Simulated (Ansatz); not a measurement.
Program: Ansatz. Geometries: PBE0-D4/def2-TZVP. ΔE: electronic, gas phase. CCSD(T)/CBS is the MP2 limit (def2-TZVPP, def2-QZVPP) plus CCSD(T) − MP2 in def2-TZVPP, frozen cores. This one scheme is used for every species. DFT in def2-TZVPP. One conformer a species, not always the lowest.

Consider the silylene loss: `CCB(C)[SiH3]` → `CBCC` + `[SiH2]`.

`CCB(C)[SiH3]`:

Cartesian coordinates in Å:
```
C -0.147 1.985 -0.169
C 0.807 0.915 0.397
B 0.060 -0.453 0.237
C -0.858 -0.988 1.379
Si 0.328 -1.503 -1.479
H -0.367 1.809 -1.225
H 0.294 2.981 -0.086
H -1.099 2.001 0.369
H 1.753 0.967 -0.150
H 1.014 1.147 1.448
H -1.730 -1.557 1.050
H -1.162 -0.228 2.105
H -0.229 -1.707 1.931
H 1.587 -2.299 -1.345
H 0.515 -0.608 -2.659
H -0.766 -2.463 -1.802
```

`CBCC`:

Z-matrix (Å, degrees):
```
C
B 1 1.558
H 1 1.102 2 106.0
H 1 1.094 2 112.7 3 -114.0
H 1 1.092 2 115.8 3 118.6
C 2 1.561 1 125.2 3 -104.1
H 2 1.205 1 117.9 3 73.8
C 6 1.522 2 118.8 1 -1.0
H 6 1.101 2 106.8 1 125.1
H 6 1.102 2 106.1 1 -126.3
H 8 1.093 6 112.0 2 179.8
H 8 1.093 6 111.4 2 59.5
H 8 1.093 6 111.4 2 -59.9
```

`[SiH2]`:

```xyz
3

Si   -0.153    0.650    0.245
H    -0.056   -0.734    0.878
H     0.209    0.084   -1.124
```

```tsv
species	PBE0 energy (Eh)
`CCB(C)[SiH3]`	-435.01540
`CBCC`	-144.44386
`[SiH2]`	-290.48646
```

Task: Work out ΔE.

Result: ΔE = (-144.44386) + (-290.48646) − (-435.01540) = 0.08508 Eh = +2.32 eV. CCSD(T)/CBS gives +2.24 eV.

Largest T1 diagnostic among the species: 0.014.

From PBE to PBE0 (25 % exact exchange), in def2-TZVPP and without D4, ΔE moves by +0.05 eV. In def2-TZVPP, CCSD(T) changes the Hartree–Fock value by +0.26 eV (the triples alone add +0.07 eV) and MP2 by +0.42 eV.
